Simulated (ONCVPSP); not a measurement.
**Ranking ONCV potentials for phosphorus**

All share these settings but for the change named:

```
Element                 : phosphorus
Generator               : ONCVPSP 4.0.1
Type                    : optimised norm-conserving Vanderbilt (ONCV)
Functional              : revPBE
Relativity              : scalar-relativistic
Frozen core             : [He]
Valence charge          : 13
Reference configuration : 2s2 2p6 3s2 3p1.5 (charge +1.5)
Partial waves           : 2s+3s: rc 1.05 bohr, ncon 3, nbas 7, qcut 12.3 1/bohr, 2 projectors; 2p+3p: rc 0.90 bohr, ncon 3, nbas 7, qcut 17.6 1/bohr, 2 projectors; d scattering state at 0.2 Ha: rc 0.90 bohr, ncon 3, nbas 7, qcut 10.7 1/bohr, 2 projectors, debl 0.8 Ha
Local potential         : polynomial inside 0.65 bohr (lpopt 5, dvloc0 3 Ha)
Core correction         : Teter function, fcfact 5, rcfact 1
```

Cutoff: the first of the cutoffs (Ha) at which the residual kinetic energy of the hardest occupied pseudo-wave falls to 1 and 0.1 mHa per electron; the density cutoff is not measured.

The base gives 111 Ha.

Of 7 variants that were run, those that failed, showed a ghost or another fault, or gave nearly equal values are left out.

Task: Rank these variants from softest to hardest (loose cutoff).
A. all radii but the core radius scaled by about 1.18 (s 1.24, p 1.06, d 1.06 bohr); local potential polynomial inside 0.78 bohr (lpopt 5, dvloc0 3 Ha)
B. all radii but the core radius scaled by about 1.31 (s 1.36, p 1.18, d 1.18 bohr); local potential polynomial inside 0.84 bohr (lpopt 5, dvloc0 3 Ha)
C. all radii but the core radius scaled by about 0.80 (s 0.84, p 0.72, d 0.72 bohr); local potential polynomial inside 0.52 bohr (lpopt 5, dvloc0 3 Ha)

Result: B (81 Ha), A (97 Ha), C (129 Ha).
